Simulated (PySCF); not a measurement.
Compound: C6H9O3 (doublet state).
Cartesian coordinates in Å at the GFN2-xTB level; atoms count from 1:
```xyz
18
C6H9O3 angstrom
C     -2.9520   -0.3442    1.1734
C     -2.6095   -0.6291   -0.2491
C     -1.4381   -0.3196   -0.8188
O     -0.4526    0.2943   -0.1424
C      0.6688    0.6865   -0.7747
C      1.8303    1.0180    0.0853
C      2.7861   -0.1574    0.2524
O      2.4927   -1.3199    0.2182
O      4.0467    0.2661    0.4259
H     -2.1624    0.2328    1.6453
H     -3.8876    0.2109    1.2357
H     -3.0836   -1.2757    1.7250
H     -3.3521   -1.1312   -0.8483
H     -1.2329   -0.5521   -1.8590
H      0.8129    0.3765   -1.8002
H      1.4698    1.2872    1.0810
H      2.4068    1.8522   -0.3185
H      4.6480   -0.4887    0.5306
```

The hyperfine couplings belong to this conformer and change with its torsions.

Identity: `C/C=C\O[CH]CC(=O)O` [radical].

Computed, not measured: UKS B3LYP, pcH-1 on C H O, non-relativistic, mean-field spin-orbit, GIAO in PySCF 2.14.0. The structure is a single GFN2-xTB conformer in the gas phase; no vibrational or solvent corrections. GFN2-xTB frequencies show an imaginary mode (27i cm⁻¹), so this geometry is no minimum at that level. A GFN2-xTB geometry isn't a minimum of the functional, and hyperfine couplings can be far from their values at a DFT geometry. The SCF solution wasn't tested for stability.

(1) The isotropic 13C couplings are +139.8, +85.6, -15.4, -9.3, +8.7, -3.5 MHz. Assign them to C1; C2; C3; C5; C6; C7.

(2) The isotropic 17O couplings are -22.5, -8.9, -0.6 MHz. Assign them to O4; O8; O9.

Answers

(1) 
```
site  a_iso (MHz)  ρ(0) (bohr⁻³)                 position  distance from C5 (Å)  spin population  largest |T| (MHz)
  C1         -3.5        -0.0031          4 bonds from C5                  4.24            -0.01                0.4
  C2         +8.7        +0.0077          3 bonds from C5                  3.57            +0.11               16.8
  C3         -9.3        -0.0083          2 bonds from C5                  2.34            -0.06                9.0
  C5       +139.8        +0.1244  largest spin population                  0.00            +0.88              149.7
  C6        -15.4        -0.0137           1 bond from C5                  1.48            -0.06                2.9
  C7        +85.6        +0.0762          2 bonds from C5                  2.50            +0.04                9.0
```

(2) 
```json
{"site": "O4", "a_iso (MHz)": "-22.5", "ρ(0) (bohr⁻³)": "+0.0371", "position": "1 bond from C5", "distance from C5 (Å)": "1.35", "spin population": "+0.10", "largest |T| (MHz)": "58.4"}
{"site": "O8", "a_iso (MHz)": "-0.6", "ρ(0) (bohr⁻³)": "+0.0009", "position": "3 bonds from C5", "distance from C5 (Å)": "2.89", "spin population": "0.00", "largest |T| (MHz)": "2.2"}
{"site": "O9", "a_iso (MHz)": "-8.9", "ρ(0) (bohr⁻³)": "+0.0147", "position": "3 bonds from C5", "distance from C5 (Å)": "3.61", "spin population": "0.00", "largest |T| (MHz)": "1.7"}
```

ρ(0) is the spin density at the nucleus and T the dipolar tensor; entries for several nuclei are means. Largest spin populations (Mulliken): C5 (+0.88), C2 (+0.11), O4 (+0.10) and C6 (-0.06). C5 is the only atom above +0.15. The angles at C5 add up to 355.3°, so it is nearly planar; its axial dipolar tensor and the negative coupling of its proton fit spin in a p orbital normal to that plane.

Class means assume fast exchange of nuclei equivalent by connectivity; if that motion is slow, each nucleus keeps its own coupling. The three 1H nuclei of mean +6.6 MHz run from 0.4 to 10.4 MHz in the frozen geometry. The 1H value of +28.0 MHz is a mean of couplings from 11.8 to 44.3 MHz in this one geometry, not an average over conformers.
